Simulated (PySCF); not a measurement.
# Working out the ionisation energy of Sb⁺

Sb⁺ [Kr] 4d10 5s2 5p2 (3P) → Sb²⁺ [Kr] 4d10 5s2 5p1 (2P). Computed with PySCF 2.14 in aug-cc-pVDZ-PP with ECP28MDF (5s4p3d, 32 functions), with scalar relativity through the core potential. Frozen: 4s2 4p6 4d10. Energies in hartree (1 hartree = 27.21139 eV):

```json
{"part": "UHF", "Sb⁺ (lower)": "-238.957245", "Sb²⁺ (upper)": "-238.369407"}
{"part": "MP2 opposite-spin", "Sb⁺ (lower)": "-0.030180", "Sb²⁺ (upper)": "-0.026187"}
{"part": "MP2 same-spin", "Sb⁺ (lower)": "-0.006092", "Sb²⁺ (upper)": "-0.001854"}
```

Task: What does Hartree-Fock give?

Result: (-238.369407) − (-238.957245) = 0.587838 hartree = 15.996 eV.

Task: What do MP2 and SCS-MP2 (6/5 opposite-spin, 1/3 same-spin) give?

Result: The opposite-spin parts differ by 0.109 eV and the same-spin parts by 0.115 eV. MP2: 15.996 + (0.109) + (0.115) = 16.220 eV. SCS-MP2: 15.996 + 1.2 × (0.109) + (0.115)/3 = 16.165 eV.

Reference: 16.626 ± 0.025 eV (measured; NIST Atomic Spectra Database, ionization energies), between the lowest levels; spin-orbit coupling is absent from the calculation.

A double-zeta basis recovers only part of the correlation energy.

What remains against the reference includes basis incompleteness, the frozen core and correlation beyond second order.
